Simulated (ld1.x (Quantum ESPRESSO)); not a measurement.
# Cr, TM: configuration errors across variants

Cr (Z = 24), norm-conserving Troullier–Martins (Kleinman–Bylander form), made with ld1.x (Quantum ESPRESSO) 7.5 (LDA (PZ), scalar-relativistic). Core [Ne], reference 3s2 3p6 3d5 4s1 4p0. Waves: 3s (bound): rc 1.10 bohr; 3p (bound): rc 1.35 bohr; 3d (bound): rc 2.20 bohr. Local part: all-electron potential smoothed inside 0.95 bohr (lloc = -1). Core correction: none.

Occupied shells without a wave of their own: 4s. They enter only through the test configuration that unscreens the potential.

All-electron excitation energies from the reference (eV): (1) 3s2 3p6 3d5 4s0 4p0 7.140; (2) 3s2 3p6 3d4 4s0 4p0 23.483; (3) 3s2 3p6 3d3 4s0 4p0 54.509; (4) 3s2 3p5 3d5 4s1 4p0 51.469; (5) 3s2 3p6 3d4 4s1 4p1 3.612; (6) 3s2 3p6 3d5.5 4s0.5 4p0 0.717; (7) 3s2 3p6 3d6 4s0 4p0 1.725; (8) 3s2 3p6 3d5 4s1 4p0 spin -4.916; (9) 3s2 3p6 3d5 4s0 4p0 spin 2.685.

Spin tests fill each open shell by Hund’s rule, majority spin first.

For the base: The 4s level has no wave, so the channel is fitted at the deeper level alone: the likely source of the large errors.

Errors AE − PS in meV (a dash: test not solved or not reliable):

```tsv
change	(1)	(2)	(3)	(4)	(5)	(6)	(7)	(8)	(9)	bound ghosts
base	-161	-288	-194	-291	+52	-53	-94	+363	+240	none
wave 3p (bound): rc 1.35 bohr becomes 3p (bound): rc 0.94 bohr	-161	-288	-195	-283	+47	-53	-94	+355	+231	none
wave 3p (bound): rc 1.35 bohr becomes 3p (bound): rc 1.10 bohr	-161	-288	-194	-286	+49	-53	-94	+358	+234	none
wave 3p (bound): rc 1.35 bohr becomes 3p (bound): rc 1.54 bohr	-161	-288	-194	-288	+50	-53	-94	+360	+237	none
wave 3p (bound): rc 1.35 bohr becomes 3p (bound): rc 1.80 bohr	-161	-288	-201	-258	+27	-53	-94	+339	+213	none
wave 3p (bound): rc 1.35 bohr becomes 3p (bound): rc 1.96 bohr	-161	-289	-209	-231	+4.6	-53	-94	+321	+195	none
```

(1) Give the same row for: wave 3p (bound): rc 1.35 bohr becomes 3p (bound): rc 1.30 bohr.

## Answers

(1) -161, -288, -194, -291, +51, -53, -94, +362, +239; bound ghosts: none.
